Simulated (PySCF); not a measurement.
**Dipole response of As⁻ (arsenic, charge -1)**

[Ar] 3d10 4s2 4p4, high-spin 3P determinant. Calculation: PySCF 2.14, in aug-cc-pVQZ-DK (8s7p5d3f2g, 93 functions); the spin-free X2C one-electron Hamiltonian (Gaussian nucleus). Coupled (time-dependent) response in atomic units; α is the mean over directions.

```csv
method,mean α (bohr³),"α xx, yy, zz",C₆ (like pair),S(−4)
UHF,91.21,"70.59, 132.4, 70.59",1191,4542
```

S(−4) is the Cauchy moment in α(ω) = α(0) + S(−4) ω² + …

Spin-orbit coupling is absent.

α(iu) at UHF:

```tsv
u (hartree)	α(iu) (bohr³)
0	91.21
0.0500	82.19
0.100	67.06
0.200	43.38
0.300	29.23
0.500	15.46
0.750	8.531
1.00	5.410
1.50	2.779
2.00	1.723
3.00	0.8797
5.00	0.3731
```

A single London oscillator, α(iu) = α/(1 + u²/ω²), gives C₆ = (3/4) ω α². Matching the computed C₆ needs ω = 4 × 1191 / (3 × 91.21²) = 0.191 hartree.

For an ion, C₆ is the dispersion term alone; charge-induced terms of lower order in 1/R come first.

The components differ because the open shell of this determinant is not spherical; for a pure term their mean is the scalar polarisability.
